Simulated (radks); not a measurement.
Spin polarisation of the 5d3 shell in neutral tantalum. Start: [Xe] 4f14 5d(up 1.5, down 1.5) 6s2; electrons of 5d are moved from spin down to spin up, other shells keep equal spins. All-electron calculation, scalar-relativistic Kohn-Sham, BLYP, spin-polarised, spherical densities, finite nucleus; Fermi nuclear charge, rms radius of each element as measured or else 0.836 A^(1/3) + 0.57 fm. Program: a radial shooting solver on a logarithmic mesh with Libxc functionals.

moment (Bohr magnetons)  E - E(0) (eV)  e(5d up) (eV)  e(5d down) (eV)  6s down minus up (eV)  4f down minus up (eV)  5p down minus up (eV)
0                                0.000         -3.453           -3.453                  0.000                  0.000                  0.000
0.75                            -0.069         -3.623           -3.258                  0.232                  0.061                  0.329
1.5                             -0.273         -3.764           -3.042                  0.458                  0.121                  0.654
2.25                            -0.608         -3.872           -2.806                  0.676                  0.181                  0.971
3                               -1.069         -3.943           -2.555                  0.880                  0.239                  1.277

At moment 3 the spin-polarisation energy is -1.069 eV and the 5d exchange splitting 1.388 eV, that is 0.463 eV per Bohr magneton; E = -I m^2/4 would give I = 0.475 eV.
